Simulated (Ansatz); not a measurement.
`[NH2][Ga]([F])[O][SiH3]` and `[F][Ga]([F])[O][SiH3]` differ in one atom or group.

Ansatz, PBE0-D4/def2-TZVP geometries, multiplicity 1. Each molecule was computed in one conformer, which needn't be the lowest.

Scalar relativity is left out up to krypton.

```
                                                                                  property  `[NH2][Ga]([F])[O][SiH3]`
                                                       HOMO energy (B3LYP/def2-TZVPP) / eV                      -7.83
                                                        LUMO energy (PBE0/def2-TZVPP) / eV                      -0.99
                                        size of the dipole moment (ωB97M-V/def2-TZVPP) / D                       2.63
                                                   HOMO–LUMO gap (ωB97M-V/def2-TZVPP) / eV                      11.22
                                          size of the dipole moment (B3LYP/def2-TZVPP) / D                       2.64
ideal-gas entropy at 298 K and 1 bar (rigid rotor, harmonic PBE0-D4/def2-TZVP) / J/(mol·K)                        399
```

**Question.** Give the same properties after the change, and the shifts. (An estimate is asked.)

**Answer.** Ansatz gave: 
| property | `[F][Ga]([F])[O][SiH3]` | shift |
| --- | --- | --- |
| HOMO energy (B3LYP/def2-TZVPP) / eV | -9.06 | -1.23 |
| LUMO energy (PBE0/def2-TZVPP) / eV | -1.96 | -0.97 |
| size of the dipole moment (ωB97M-V/def2-TZVPP) / D | 1.40 | -1.23 |
| HOMO–LUMO gap (ωB97M-V/def2-TZVPP) / eV | 11.48 | 0.26 |
| size of the dipole moment (B3LYP/def2-TZVPP) / D | 1.47 | -1.17 |
| ideal-gas entropy at 298 K and 1 bar (rigid rotor, harmonic PBE0-D4/def2-TZVP) / J/(mol·K) | 388 | -11 |

With PBE0 the HOMO falls by 1.18 eV and the LUMO falls by 0.97 eV, so the gap widens by about 0.21 eV. PBE moves the HOMO by -1.19 eV and ωB97M-V by -1.09 eV. The zero-point energy changes by -61.2 kJ/mol with -6 modes. Dipoles are sizes alone; their direction can turn. Modes under 60 cm⁻¹, often nearly free rotors, make the harmonic entropy too high.

B3LYP here is the variant with VWN-RPA as its local correlation; programs differ in this.
